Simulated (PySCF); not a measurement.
A structure optimised at PBE0-D3(BJ)/def2-SVP, used in a PySCF frequency run:

```
Hf
N 1 2.0417
H 2 1.0170 1 128.86
H 2 1.0193 3 107.85 1 177.12
N 1 2.0417 2 111.43 3 -118.61
H 5 1.0170 1 128.86 2 6.54
H 5 1.0193 6 107.85 1 177.12
N 1 2.0417 2 111.43 3 6.54
H 8 1.0170 1 128.86 2 -118.61
H 8 1.0193 9 107.85 1 177.12
C 1 2.2411 2 107.43 3 123.96
H 11 1.1058 1 112.08 2 51.87
H 11 1.1058 12 106.74 1 123.07
H 11 1.1058 12 106.74 13 113.86
```

Task: Write its SMILES, formula and point group.

Result: [CH3][Hf]([NH2])([NH2])[NH2], CH₉HfN₃, C3

Task: What are its rotational constants (standard atomic weights)?

Result: 2.4762, 2.4757, 2.4757 GHz
